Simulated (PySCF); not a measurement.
Isomers of [C9H16P]+, one conformer each; single-point electronic energies without zero-point terms and without any empirical dispersion term.

Level: PBE0/pcSseg-1 in PySCF, non-relativistic, each on one gas-phase PBE0-D3(BJ)/def2-SVP geometry that isn't relaxed in the solvent. The solvent is an IEF-PCM continuum (van der Waals radii × 1.2). The model holds no explicit solvent molecules, cavitation or dispersion.

| isomer | relative energy, gas (kcal/mol) |
| --- | --- |
| `CC(C)(C)[PH+]1C=CCC=C1` | 0.0 |
| `C=C[P@@+](C)(/C=C\C)C1CC1` | 21.7 |
| `C#CC[P@H+](CCC)C1CC1` | 47.3 |

Question: How do the relative energies look in dichloromethane (ε = 8.93)?

Answer: 
```csv
isomer,"relative energy, solvent (kcal/mol)",E(solvent) − E(gas) (kcal/mol)
`CC(C)(C)[PH+]1C=CCC=C1`,0.0,-43.7
`C=C[P@@+](C)(/C=C\C)C1CC1`,22.6,-42.9
`C#CC[P@H+](CCC)C1CC1`,43.8,-47.2
```

The order is unchanged. Conformers: `[CH2:1]=[CH:2][P@@+:3]([CH3:4])(/[CH:5]=[CH:6]\[CH3:7])[CH:8]1[CH2:9][CH2:10]1` (charge +1) with C1–C2–P3–C4 -107°, C2–P3–C5–C6 64°, C2–P3–C8–C9 159°; `[CH:1]#[C:2][CH2:3][P@H+:4]([CH2:5][CH2:6][CH3:7])[CH:8]1[CH2:9][CH2:10]1` (charge +1) with C2–C3–P4–C5 -59°, C3–P4–C5–C6 179°, P4–C5–C6–C7 -63°, C3–P4–C8–C9 -146°. `C#CC[P@H+](CCC)C1CC1` gains most from the continuum. The gains span 4.3 kcal/mol, the gas-phase energies 47.3 kcal/mol.
